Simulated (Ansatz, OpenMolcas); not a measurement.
**Worked example: vertical energy of the triplet above the singlet of CaO (Calcium monoxide)**

CaO: 2 atoms, total charge 0, spin state singlet. As SMILES, `[O]=[Ca]`. Geometry: a GFN2-xTB relaxation, a rough one for these elements and not checked as a minimum.

```jsonl
{"atom": "O", "x (Å)": "0.0000", "y (Å)": "0.0000", "z (Å)": "0.0000"}
{"atom": "Ca", "x (Å)": "0.0000", "y (Å)": "0.0000", "z (Å)": "1.8457"}
```

Both states at this one shape; open shells run unrestricted unless said. 1 Eh = 27.2114 eV.

| level | program | singlet CaO (Eh) | triplet CaO (Eh) |
| --- | --- | --- | --- |
| HF/def2-TZVPD | OpenMolcas | -751.572068 | -751.615586 |
| CAM-B3LYP/STO-3G | Ansatz | -744.667044 | -744.689739 |
| wB97X/STO-3G | Ansatz | -744.682486 | -744.704132 |

Work out the vertical gap, second state less first, at each level.


1. HF/def2-TZVPD: -751.615586 − (-751.572068) = -0.043518 Eh = -1.18 eV.
2. CAM-B3LYP/STO-3G: -744.689739 − (-744.667044) = -0.022695 Eh = -0.62 eV.
3. wB97X/STO-3G: -744.704132 − (-744.682486) = -0.021646 Eh = -0.59 eV.

No measured value is set beside it here; the levels span -1.18 to -0.59 eV. Hartree–Fock favours the state with fewer electron pairs, since it lacks pair correlation. Minimal sets are far from the basis-set limit.
